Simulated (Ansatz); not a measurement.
Ansatz (a quantum-chemistry and plane-wave program) job for CF3, SMILES F[C+](F)F, charge +1, PBE/def2-SVPD. The structure is a stationary point at B3LYP-D3(BJ)/def2-TZVP.

Ansatz 0.2 input:
```yaml
crystal:
  periodic: [false, false, false]
  atoms:
    - {symbol: C, position_ang: [0.00000000, 0.00000000, 0.00000000]}
    - {symbol: F, position_ang: [1.23568975, 0.00000000, 0.00000000]}
    - {symbol: F, position_ang: [-0.61784488, 1.07013872, 0.00000000]}
    - {symbol: F, position_ang: [-0.61784488, -1.07013872, 0.00000000]}
basis:
  gaussian:
    orbitals: def2-SVPD
hamiltonian:
  xc: {name: PBE}
total_charge: 1
```

It prints:

```
WARN ansatz: RAYON_NUM_THREADS=1 ignored (pool sized by the plan → 1); use --threads N
Functional definition: PBE
integrals: 0.02 GiB planned
724 factors; their error is unknown
mean field: 0.19 GiB planned
mean field evaluation 1: about -9154.7536 eV, gradient 7.1e1 eV
mean field evaluation 2: about -9139.3725 eV, gradient 1.3e2 eV
mean field evaluation 4: about -9161.6218 eV, gradient 1.6e0 eV
mean field evaluation 8: about -9161.5911 eV, gradient 2.0e-2 eV
mean field -9161.59107165 eV, -336.6822619337 hartree, gradient 6.8e-5 eV, S^2 0.000000; 0 other end points of the search recorded, 0 dependent functions left out
reference -9161.59111459 eV, -336.6822635115 hartree; 16, 16 occupied and 73, 73 virtual orbitals, 724 factors
Total energy: -9161.59111459 eV, -336.6822635115 hartree
```

Self-consistency was reached.

Cost: about 0.6 core-seconds (a rough figure).
